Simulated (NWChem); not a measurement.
# Si2H5O2F; SMILES [SiH2](F)O[SiH2]O

```xyz
10

O      1.1694     1.4510     0.4034
Si    -0.4099     1.5146    -0.0870
O     -1.0591    -0.0273    -0.0768
Si    -0.4257    -1.5399     0.0009
F      1.1141    -1.4351    -0.5356
H      1.7361     0.8275    -0.0657
H     -1.1320     2.3569     0.8950
H     -0.5553     2.0337    -1.4755
H     -1.1656    -2.4464    -0.9088
H     -0.3688    -2.0397     1.3964
```
Atoms are numbered in this order, from 1.

Level: PBE0/def2-SVP (NWChem), optimised geometry, unscaled harmonic frequencies. 

Q: List the harmonic frequencies with IR intensities, and the thermochemistry.

A: 
```json
[
 {"frequency (cm⁻¹)": "50", "IR intensity (km/mol)": "5.9"},
 {"frequency (cm⁻¹)": "65", "IR intensity (km/mol)": "1.4"},
 {"frequency (cm⁻¹)": "83", "IR intensity (km/mol)": "3.5"},
 {"frequency (cm⁻¹)": "270", "IR intensity (km/mol)": "13.2"},
 {"frequency (cm⁻¹)": "338", "IR intensity (km/mol)": "141.7"},
 {"frequency (cm⁻¹)": "431", "IR intensity (km/mol)": "40.5"},
 {"frequency (cm⁻¹)": "634", "IR intensity (km/mol)": "6.7"},
 {"frequency (cm⁻¹)": "674", "IR intensity (km/mol)": "75.7"},
 {"frequency (cm⁻¹)": "709", "IR intensity (km/mol)": "83.4"},
 {"frequency (cm⁻¹)": "721", "IR intensity (km/mol)": "42.7"},
 {"frequency (cm⁻¹)": "737", "IR intensity (km/mol)": "13.1"},
 {"frequency (cm⁻¹)": "845", "IR intensity (km/mol)": "115.7"},
 {"frequency (cm⁻¹)": "852", "IR intensity (km/mol)": "60.0"},
 {"frequency (cm⁻¹)": "912", "IR intensity (km/mol)": "255.9"},
 {"frequency (cm⁻¹)": "921", "IR intensity (km/mol)": "247.1"},
 {"frequency (cm⁻¹)": "978", "IR intensity (km/mol)": "179.1"},
 {"frequency (cm⁻¹)": "994", "IR intensity (km/mol)": "185.0"},
 {"frequency (cm⁻¹)": "1001", "IR intensity (km/mol)": "216.4"},
 {"frequency (cm⁻¹)": "1080", "IR intensity (km/mol)": "379.1"},
 {"frequency (cm⁻¹)": "2256", "IR intensity (km/mol)": "147.1"},
 {"frequency (cm⁻¹)": "2292", "IR intensity (km/mol)": "86.9"},
 {"frequency (cm⁻¹)": "2302", "IR intensity (km/mol)": "204.5"},
 {"frequency (cm⁻¹)": "2304", "IR intensity (km/mol)": "67.0"},
 {"frequency (cm⁻¹)": "3898", "IR intensity (km/mol)": "118.1"}
]
```

```json
{
 "zero_point_energy": "36.2 kcal/mol",
 "thermal correction to the enthalpy at 298.15 K (with zero-point energy)": "41.4 kcal/mol",
 "heat capacity Cv": "24.4 cal/(mol K)",
 "entropy at 298.15 K and 1 atm (symmetry number 1)": "86.4 cal/(mol K)",
 "dipole_moment": "1.05 D"
}
```

Rigid rotor and harmonic oscillator; modes under 100 cm⁻¹ make the entropy uncertain.
